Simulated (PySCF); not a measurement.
Compound: C₅H₁₆FNSi₂.
SMILES with atom numbers: `[CH3:1][C@H:2]([F:3])[CH2:4][CH2:5][NH:6][CH:7]([SiH3:8])[SiH3:9]` (hydrogens: H10, H11, H12 on C1; H13 on C2; H14, H15 on C4; H16, H17 on C5; H18 on N6; H19 on C7; H20, H21, H22 on Si8; H23, H24, H25 on Si9)

Structure used (GFN2-xTB), in Å, numbered top down from 1:
```xyz
25
C5H16FNSi2 angstrom
C     -3.8900   -0.1807    0.2375
C     -2.4183   -0.5042    0.0299
F     -2.2054   -1.8248    0.4003
C     -1.5006    0.3985    0.8505
C     -0.0185    0.0363    0.7266
N      0.4809    0.3231   -0.6019
C      1.9371    0.2255   -0.7438
Si     2.6976   -1.4713   -0.2646
Si     2.7669    1.7293    0.0971
H     -4.5067   -0.8662   -0.3385
H     -4.1481   -0.2826    1.2889
H     -4.0927    0.8365   -0.0835
H     -2.1626   -0.4539   -1.0360
H     -1.7910    0.3246    1.9002
H     -1.6451    1.4255    0.5150
H      0.5474    0.6535    1.4293
H      0.1217   -1.0188    1.0159
H      0.0429   -0.3125   -1.2632
H      2.1223    0.3542   -1.8180
H      2.7638   -1.6322    1.1885
H      4.0447   -1.5385   -0.8275
H      1.8648   -2.5363   -0.8333
H      1.9499    2.9183   -0.1397
H      2.9267    1.5232    1.5407
H      4.1015    1.8977   -0.4825
```

Mulliken charges (e) from the PBE0/pcSseg-1 density (PySCF), one withheld:

```tsv
atom	bonded to	charge
C1	C2 H10 H11 H12	-0.2338
C2	C1 F3 C4 H13	+0.0757
F3	C2	-0.3446
C4	C2 C5 H14 H15	-0.2030
C5	C4 N6 H16 H17	-0.0775
N6	C5 C7 H18	-0.4812
C7	N6 Si8 Si9 H19	-0.5829
Si8	C7 H20 H21 H22	+0.4507
Si9	C7 H23 H24 H25	?
H10	C1	+0.1271
H11	C1	+0.1177
H12	C1	+0.1140
H13	C2	+0.1039
H14	C4	+0.1197
H15	C4	+0.1246
H16	C5	+0.1371
H17	C5	+0.1360
H18	N6	+0.1881
H19	C7	+0.1640
H20	Si8	-0.0652
H21	Si8	-0.0750
H22	Si8	-0.0686
H23	Si9	-0.0616
H24	Si9	-0.0744
H25	Si9	-0.0759
```

Task: What is the charge on Si9?

Result: The charges add up to the total charge, 0. The others sum to -0.4851, which leaves +0.4851 e for Si9 (SiH3 silicon).

Task: Add each hydrogen's charge to the atom that carries it.

Result: C1 +0.1250, C2 +0.1796, C4 +0.0413, C5 +0.1956, N6 -0.2931, C7 -0.4189, Si8 +0.2419, Si9 +0.2732. Atoms without hydrogen keep their charges.

Task: Across which bond do the charges differ most?

Result: Si9–C7: +0.4851 on Si9 against -0.5829 on C7, a difference of 1.0680 e. The lower charge is on the more electronegative element of the two (Pauling values: C 2.55, Si 1.90).

Task: Take the bonds between elements whose Pauling electronegativities differ by more than 0.25. In how many does the more electronegative atom carry the lower charge?

Result: In 20 of 21; it doesn't in N6–C7.

Task: How much positive and how much negative charge does this set hold in all?

Result: +2.3437 e on 13 atoms and -2.3437 e on 12.

The Mulliken scheme gives each basis function's population to the atom it is centred on and halves the overlap population of two atoms between them. Geometry: GFN2-xTB, one conformer, isolated molecule.
